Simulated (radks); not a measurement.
Valence configurations of the iron ion Fe+ (all share [Ar]). Method: scalar-relativistic Kohn-Sham, PBE, spin-polarised, spherical densities, point nucleus; open shells are filled with parallel spins first; computed with a radial shooting solver on a logarithmic mesh with Libxc functionals. Energies are relative to 3d6 4s1; eigenvalues in eV for spin up.

| valence | E (eV) | moment (Bohr magnetons) | e(3d) | e(4p) | e(4s) |
|---|---|---|---|---|---|
| 3d6 4s1 | 0.000 | 5 | -17.360 | - | -13.070 |
| 3d7 | 0.559 | 3 | -12.523 | - | - |
| 3d5.5 4s1.5 | 1.469 | 5 | -20.226 | - | -13.790 |
| 3d5.5 4s1 4p0.5 | 3.131 | 6 | -20.876 | -8.889 | -14.447 |
| 3d5 4s2 | 3.533 | 5 | -23.344 | - | -14.510 |
| 3d6 4p1 | 5.248 | 5 | -18.726 | -8.586 | - |
| 3d5 4s1 4p1 | 7.154 | 7 | -24.609 | -9.875 | -15.787 |
| 3d4.5 4s2 4p0.5 | 11.507 | 5 | -27.178 | -9.829 | -15.899 |
| 3d5 4p2 | 13.102 | 7 | -25.890 | -10.503 | - |
| 3d4.5 4s1 4p1.5 | 15.205 | 7 | -28.333 | -10.834 | -17.074 |

NIST lists [Ar] 3d6 4s1 as the ground configuration; this level of theory agrees among the configurations tried. The energies are those of spherical high-spin densities, not of single terms.
